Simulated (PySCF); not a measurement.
How methods differ on the interval between two levels of Tc

Tc [Kr] 4d5 5s2 [6S5/2, M_J = 5/2] → Tc [Kr] 4d4 5s2 5p1 [6F11/2, M_J = 11/2], as a difference of total energies. All numbers are calculated (PySCF 2.14, the two-component X2C-1e Hamiltonian, in x2c-TZVPall-2c with one added diffuse shell each of s, p, d type (9s10p8d1f, 86 functions)). Correlated levels: [Ar] 3d10 frozen; the 6 highest virtual spinors dropped. "Screened" scales the spin-orbit matrix elements by Boettger's factors to mimic the two-electron term; Breit and QED terms are absent.

| method | interval between two levels (cm⁻¹) |
| --- | --- |
| GHF (spin-free) | 55345 |
| GMP2 (spin-free) | 56957 |
| GHF (screened spin-orbit) | 56807 |
| GMP2 (screened spin-orbit) | 58437 |

The labels give the starting determinants; with spin-orbit coupling the two ends relaxed to ⟨J²⟩ = 8.79, ⟨L²⟩ = 0.02, ⟨S²⟩ = 8.78 and ⟨J²⟩ = 35.80, ⟨L²⟩ = 12.10, ⟨S²⟩ = 8.73.
